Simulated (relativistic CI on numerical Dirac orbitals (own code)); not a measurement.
Ho2+: M4,5 absorption edge

Computed with this model: Dirac-Coulomb-Breit CI, orbitals from a KLI potential per configuration, model QED (radiative potential, 1s self-energy scaled to tabulated hydrogen-like ionisation energies), multiplet model of core-to-valence dipole absorption, unscaled Slater integrals; configurations [Xe] 4f11 → [Ar] 3d9 4s2 4p6 4d10 4f12 5s2 5p6; 300 K; Lorentzian 0.6 eV and Gaussian 0.4 eV FWHM. Energies are those of the free ion, without screening or charge transfer. The branching ratio is the share of the lower-energy edge in the whole absorption, uncertain by about 0.02 where the edges overlap. S is read from ⟨S²⟩ = S(S + 1).

Case free ion, the dichroism is that of the ground state at zero temperature, magnetised by magnetic field 10 T along z. The dichroism I(Δm = −1) − I(Δm = +1), over the sum of the three polarisations, integrates to -0.6052 on the lower edge and -0.0627 on the upper edge. The branching ratio is 0.919.

Use the orbital sum rule with 3 holes to get ⟨Lz⟩.

For a d → f edge ⟨Lz⟩ = 3 × n_h × (sum of both integrals) in this sign convention = -6.01; the ground state itself has ⟨Lz⟩ = -6.02 and ⟨Sz⟩ = -1.48. The rule assumes one radial integral for both edges, which relativistic orbitals only approach.
